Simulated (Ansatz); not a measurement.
A further run on AlCl2(NH2) (AlNCl₂H₂).

```yaml
crystal:
  periodic: [false, false, false]
  atoms:
    - {symbol: Al, position_ang: [0.355208, 0.624085, 0.006114]}
    - {symbol: Cl, position_ang: [2.424977, 0.646089, 0.306128]}
    - {symbol: Cl, position_ang: [-0.670625, 2.424989, -0.274211]}
    - {symbol: N, position_ang: [-0.513734, -0.897740, -0.008918]}
    - {symbol: H, position_ang: [-1.513248, -0.991386, -0.148392]}
    - {symbol: H, position_ang: [-0.082579, -1.806048, 0.119279]}
basis:
  gaussian: {orbitals: aug-cc-pVDZ, point_charges: [{charge: 0.50, position_ang: [5.479, -0.890, 0.418]}]}
hamiltonian: {xc: {name: wB97X}}
scf: {lower_state_search: off}
```

```sh
$ ansatz run in.yaml --threads 4 --pin off --events-out ev --progress --plain --max-ram 3916MiB
```

It prints (some lines left out):

```
Functional definition: wB97X
1356 factors; their error is unknown
423 factors; integrals over basis functions are off by at most 1.6e-5 eV
mean field evaluation 1: about -33163.8331 eV, gradient 5.4e1 eV
mean field evaluation 2: about -33163.7801 eV, gradient 5.3e1 eV
mean field evaluation 4: about -33169.7003 eV, gradient 1.3e0 eV
mean field evaluation 8: about -33169.8236 eV, gradient 1.5e-1 eV
mean field evaluation 16: about -33169.8237 eV, gradient 4.0e-6 eV
mean field -33169.82366435 eV, -1218.9685363510 hartree, gradient 4.0e-6 eV, S^2 0.000000; 0 other end points of the search recorded, 0 dependent functions left out
reference -33169.82361263 eV, -1218.9685344504 hartree; 28, 28 occupied and 94, 94 virtual orbitals, 1356 factors
Total energy: -33169.82361263 eV, -1218.9685344504 hartree
Checks for a lower state left out: stability, starts, cluster_reference, orbital_swaps, neighbouring_geometries, increment
```

It took 1.8 s on 4 threads of Arm Neoverse V2 on a shared host.
